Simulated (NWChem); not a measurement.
System: C₃H₂N₃, doublet; SMILES [c]1ncncn1

NWChem input:

```
start job
memory heap 200 mb stack 900 mb global 1100 mb
geometry units angstroms noautoz
  C      0.000000     0.000000     1.314372
  N      1.172969     0.093163     0.754202
  C      1.120041     0.088924    -0.582424
  N      0.000000     0.000000    -1.289013
  C     -1.120041    -0.088924    -0.582424
  N     -1.172969    -0.093163     0.754202
  H      2.067690     0.164173    -1.129362
  H     -2.067690    -0.164173    -1.129362
end
basis spherical
  C library 6-31g*
  N library 6-31g*
  H library 6-31g*
end
dft
  odft
  mult 2
  xc xpbe96 cpbe96
  iterations 150
  mulliken
end
task dft energy
```

In the optimisation the excess spin sits in a (C2, its own frame). Coordinates come from a PBE0/def2-SVP, spin-unrestricted optimisation. No stability test was run on the SCF state.

Predict the main results of this run. (PBE/6-31G* (spherical d), spin-unrestricted.) Quantities: energy (Ha); highest occupied level (eV); lowest empty minus highest occupied level, either spin (eV); dipole (D); <S²>.


```
Item                                                           Value
-----------------------------------------------------------  -------
energy (Ha)                                                  -279.36
highest occupied level (eV)                                    -5.06
lowest empty minus highest occupied level, either spin (eV)     1.94
dipole (D)                                                      1.46
<S²>                                                           0.753
```
